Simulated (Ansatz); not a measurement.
CH₁₀N₂Si₃, SMILES N[Si@@H]1N[SiH2]C[SiH2]1.

Geometry optimised at PBE0-D3(BJ)/def2-SVP. The structure was generated by enumeration; whether it is a known compound was not checked. The values are those of a single conformer.

Two levels are set side by side: PBE/def2-SVPD (Ansatz, an electronic-structure program) and CAM-B3LYP/def2-SVPD (Ansatz). Energy differences of separate SCF runs at the same geometry; the states with an electron removed or added have multiplicity 2 and 2. Differences are taken from unrounded values.

```json
[
 {"quantity": "vertical ionisation energy (eV)", "PBE": "8.42"},
 {"quantity": "vertical singlet–triplet gap (eV)", "PBE": "5.00"}
]
```

These are the PBE values. What does CAM-B3LYP give? (Estimate from the structure and the level; the computed values follow.)


```
quantity                           CAM-B3LYP  PBE minus CAM-B3LYP
---------------------------------  ---------  -------------------
vertical ionisation energy (eV)         9.11                -0.69
vertical singlet–triplet gap (eV)       5.85                -0.85
```
